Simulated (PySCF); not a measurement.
B(CCH)(F)(Me) (C3H4BF), SMILES C#CB(C)F. Heavy atoms are numbered as in [B:1]([C:2]#[CH:3])([F:5])[CH3:6]. Hydrogens are named by the atom that carries them.

Geometry optimised at PBE-D3(BJ)/def2-SVP.

Level of theory: HF/pcSseg-1 run with PySCF.

GIAO shieldings, no solvent; atoms alike by connectivity are averaged. δ = σ(ref) − σ: ¹¹B against BF3 (σ = 102.7 ppm); ¹³C against TMS (σ = 192.6 ppm); ¹H against TMS (σ = 31.99 ppm); ¹⁹F against CFCl3 (σ = 238.5 ppm), references at their B3LYP-D3(BJ)/def2-TZVP geometries, non-relativistic.

```
atoms     nucleus  count  δ (ppm)
--------  -------  -----  -------
B1            ¹¹B      1     32.0
C3 (CH)       ¹³C      1    115.1
C2            ¹³C      1     86.2
C6 (CH3)      ¹³C      1     10.6
H on C3        ¹H      1        …
H on C6        ¹H      3        …
F5            ¹⁹F      1        …
```

What belongs in the gaps? (The exact figures need the calculation; the answer reports its results.)


- H on C3, δ (ppm): 4.11
- F5, δ (ppm): -12.9
- H on C6, δ (ppm): 1.33
